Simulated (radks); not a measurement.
The mean radii <r> (bohr) of the occupied orbitals of an atom or ion are listed with their occupations. Calculated with a radial shooting solver on a logarithmic mesh with Libxc functionals: scalar-relativistic Kohn-Sham, LDA (Slater exchange, Perdew-Wang correlation), spin-polarised, spherical densities, point nucleus.

orbital  occ.      <r>
1s up       1  0.03266
1s down     1  0.03266
2s up       1   0.1421
2s down     1   0.1421
2p up       3   0.1238
2p down     3   0.1238
3s up       1   0.3913
3s down     1   0.3911
3p up       3   0.3909
3p down     3   0.3907
3d up       5   0.3703
3d down     5   0.3700
4s up       1   0.9592
4s down     1   0.9569
4p up       3    1.038
4p down     3    1.037
4d up       4    1.252

Name the element and its charge. Open shells, if any, are filled with parallel spins first.

Answer. Z = 45, rhodium, charge +5: Rh5+ in [Kr] 4d4. The 1s radius gives Z: for a bare nucleus <r> = (2 gamma + 1)/(2Z) with gamma = sqrt(1 - (Z/c)^2), 0.0321 bohr for Z = 45, and screening makes it slightly larger (0.03266 here). The occupations add up to 40, and the charge is Z minus that.
